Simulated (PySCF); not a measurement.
AlFGeH4O, SMILES [OH][Al]([F])[GeH3].

Coordinates come from a PBE0-D3(BJ)/def2-SVP optimisation. The structure was generated by enumeration; whether it is a known compound was not checked. One conformer was computed; it need not be the lowest.

Method: TDDFT-CAM-B3LYP/def2-SVPD (PySCF).

Vertical excitations. The molecule is in vacuum.

```
state  energy (eV)  λ (nm)      f                                                main pairs
-----  -----------  ------  -----  --------------------------------------------------------
S1            6.42     193  0.066                                          HOMO→LUMO+1 95 %
S2            6.78     183  0.327                                            HOMO→LUMO 93 %
S3            7.53     165  0.056                        HOMO→LUMO+2 69 %, HOMO→LUMO+3 17 %
S4            7.64     162  0.032                        HOMO−3→LUMO 52 %, HOMO−1→LUMO 31 %
S5            7.77     159  0.005                                        HOMO−2→LUMO+1 75 %
S6            7.81     159  0.064  HOMO−4→LUMO 33 %, HOMO−3→LUMO+1 33 %, HOMO−1→LUMO+1 21 %
S7            7.91     157  0.007                                        HOMO−4→LUMO+1 82 %
S8            8.01     155  0.031                      HOMO−2→LUMO 41 %, HOMO−1→LUMO+1 37 %
S9            8.21     151  0.126     HOMO−1→LUMO 44 %, HOMO−3→LUMO 26 %, HOMO−1→LUMO+2 7 %
S10           8.22     151  0.019    HOMO−3→LUMO+1 50 %, HOMO−4→LUMO 12 %, HOMO→LUMO+4 10 %
T1            5.27     235      0                                          HOMO→LUMO+1 97 %
T2            5.95     209      0                                            HOMO→LUMO 85 %
T3            6.54     190      0                        HOMO→LUMO+2 70 %, HOMO→LUMO+3 19 %
T4            7.10     175      0                    HOMO−1→LUMO+1 57 %, HOMO−3→LUMO+1 35 %
```
Triplets are in the Tamm–Dancoff approximation, which puts them higher than full response would, so one can lie above its singlet here.
